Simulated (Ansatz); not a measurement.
Geometry optimisation, Ansatz 0.2.0, RHF/def2-mTZVP.

Input:

```yaml
crystal:
  periodic: [false, false, false]
  atoms:
    - { symbol: Ga, position_ang: [0.046872, 0.491368, -0.260966] }
    - { symbol: H, position_ang: [-0.246245, -0.239971, 2.398915] }
    - { symbol: O, position_ang: [1.671154, -0.045313, -0.731178] }
    - { symbol: H, position_ang: [1.770271, -0.828451, -1.24728] }
    - { symbol: H, position_ang: [-1.278417, -0.227716, -0.648989] }
    - { symbol: O, position_ang: [0.044548, 1.997503, 0.691175] }
    - { symbol: H, position_ang: [0.873497, 2.440851, 0.783978] }
    - { symbol: H, position_ang: [-0.20788, 0.450429, 2.265745] }
basis:
  gaussian: { orbitals: def2-mTZVP }
hamiltonian:
  xc: hf
relax:
  f_tol: 0.03
  max_steps: 50
output:
  orbitals: {}
```

Launched with:

```bash
$ ansatz run input.yaml --threads 1 --pin off --max-ram 2048MiB --backend cpu --events-out ev --progress --plain --runs-dir out
```

Task: Where does it end, and by what steps?

Result: The run converged. After 6 steps the energy has fallen by 0.159 eV; H8 moved furthest, 0.77 Å.

```tsv
step	energy less start (eV)	largest force component (eV/Å)	accepted
0	0.0000	1.332	yes
1	-0.1137	0.310	yes
2	-0.1322	0.362	yes
3	-0.1447	0.425	yes
4	-0.1529	0.323	yes
5	-0.1586	0.074	yes
6	-0.1595	0.024	yes
```

```xyz
8
Properties=species:S:1:pos:R:3
Ga 0.056 0.654 -0.507
H -0.188 -0.628 2.909
O 1.677 -0.027 -0.751
H 1.766 -0.877 -1.150
H -1.277 -0.043 -0.913
O 0.066 2.252 0.252
H 0.906 2.620 0.479
H -0.331 0.089 2.933
```

Whether the end is a true minimum wasn't checked by a vibrational analysis.

Run time: 29 s on 1 thread of Arm Neoverse N1, on a shared host, peak memory 0.19 GiB.
